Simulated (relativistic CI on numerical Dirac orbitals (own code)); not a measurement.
## Level scheme of Dy⁵⁷⁺

Calculated at this level of theory: Dirac-Coulomb-Breit CI, separate exchange-only KLI orbitals for each configuration, a model potential for QED, unscaled Slater integrals (own radial code, finite nucleus).

Configurations in the expansion (outside the closed core 1s2): 2s2 2p5, 2s 2p6, 2p6 3s, 2p6 3p, 2p6 3d, 2s2 2p4 3s, 2s2 2p4 3p, 2s2 2p4 3d, 2s 2p5 3s, 2s 2p5 3p, 2s 2p5 3d, 2s2 2p4 4s, 2s2 2p4 4p, 2s2 2p4 4d, 2s2 2p4 4f, 2s2 2p3 3s2, 2s 2p5 4s, 2s 2p5 4p, 2s2 2p3 3s 3p, 2s 2p5 4d, 2s 2p5 4f, 2s2 2p4 5s, 2s2 2p4 5p, 2s2 2p3 3s 3d, 2s2 2p4 5d, 2s2 2p3 3p2, 2s2 2p4 5f, 2s2 2p4 5g, 2s2 2p3 3p 3d, 2s 2p4 3s2, 2s2 2p3 3d2, 2s 2p4 3s 3p, 2s 2p4 3s 3d, 2s 2p4 3p2, 2s 2p5 5s, 2s 2p5 5p. Levels of other configurations are missing.

```
No.  Configuration  Term    J   E (Ry)    %  Lifetime (s)
 41      2s 2p5 3s   2P°  3/2  577.891   53      1.74e-14
 42     2p4(3P) 3p   2P°  1/2  579.830   62      2.56e-14
 43      2s 2p5 3s   2P°  3/2  581.899   72      1.05e-13
 44      2s 2p5 3s   2P°  1/2  582.168   61      1.42e-14
 45      2s 2p5 3p    2D  5/2  583.955   38      1.57e-15
 46      2s 2p5 3p    4P  3/2  584.026   42      4.74e-15
 47     2p4(3P) 3d    4D  1/2  584.057   81      5.15e-14
 48     2p4(3P) 3d    4F  3/2  584.824   35      3.24e-14
 49     2p4(3P) 3d    4F  5/2  585.389   51      1.88e-14
 50     2p4(1D) 3d    2G  7/2  585.857   61      2.19e-12
 51     2p4(1D) 3d    2S  1/2  586.727   35      7.75e-16
 52     2p4(1D) 3d    2P  3/2  587.373   34      9.17e-16
 53     2p4(1D) 3d    2F  5/2  587.471   41      1.54e-15
 54     2p4(3P) 3d    4F  7/2  588.386   43      9.70e-12
 55     2p4(3P) 3d    2F  5/2  589.265   45      2.27e-12
 56     2p4(3P) 3d    2P  3/2  589.355   47      1.35e-14
 57      2s 2p5 3p    2P  1/2  589.738   35      3.17e-14
 58      2s 2p5 3p    2D  3/2  589.767   51      8.28e-14
 59     2p4(1D) 3d    2G  9/2  589.851   68      1.32e-11
 60     2p4(1D) 3d    2D  5/2  590.391   64      5.50e-12
 61     2p4(1D) 3d    2F  7/2  590.832   75      1.06e-11
 62     2p4(3P) 3d    2D  3/2  592.334   69      5.76e-16
 63     2p4(1D) 3d    2P  1/2  592.760   70      5.24e-16
 64      2s 2p5 3p    4D  7/2  600.733   99      2.34e-13
 65      2s 2p5 3p    2P  3/2  601.231   58      4.58e-15
 66      2s 2p5 3p    4P  5/2  601.631   57      7.23e-15
 67      2s 2p5 3p    2P  1/2  602.963   46      3.36e-15
 68      2s 2p5 3p    2D  5/2  606.362   67      5.81e-15
 69      2s 2p5 3p    2P  3/2  606.779   50      9.52e-15
 70      2s 2p5 3p    2S  1/2  608.649   52      4.01e-14
 71      2s 2p5 3d   4P°  1/2  609.607   89      8.25e-14
 72      2s 2p5 3d   4P°  3/2  610.217   56      3.36e-14
 73      2s 2p5 3d   4F°  7/2  610.519   48      1.59e-13
 74      2s 2p5 3d   4D°  5/2  610.728   47      1.99e-13
 75     2p4(3P) 3s    4P  1/2  613.673   42      4.25e-14
 76      2s 2p5 3d   4F°  9/2  613.723  100      2.79e-13
 77      2s 2p5 3d   4P°  5/2  614.772   30      1.69e-13
 78      2s 2p5 3d   4D°  7/2  615.071   56      1.71e-13
 79      2s 2p5 3d   2D°  3/2  615.279   50      6.27e-15
 80      2s 2p5 3d   2P°  1/2  615.618   74      4.17e-14
 81      2s 2p5 3d   2F°  5/2  615.966   50      8.36e-14
 82      2s 2p5 3d   2D°  3/2  616.937   47      3.14e-15
 83      2s 2p5 3d   2P°  1/2  617.705   73      5.79e-16
 84      2s 2p5 3d   2F°  7/2  619.857   70      7.87e-14
 85      2s 2p5 3d   2D°  5/2  620.319   57      8.67e-14
```

Energies count from the lowest computed level; ° marks odd parity; lifetimes are radiative, by E1, M1, E2, M2 decay to levels of this space only. Percentages are summed over parent terms; the parents shown are those of the largest component, closed shells are left out there.

The mean weight of the leading LS term, summed over parents, in these 45 levels is 57 %, and that of the leading jj configuration (from the same eigenvectors) 92 %, so jj coupling describes them better and the LS labels are nominal.

At this charge energies of transitions that change n are usually good to better than 1 %, and those within a shell (Δn = 0) to a few per cent.

LS names give the leading component of a level, which can be under half, so a name can repeat, a term be missing and a line seem to break the LS rules.
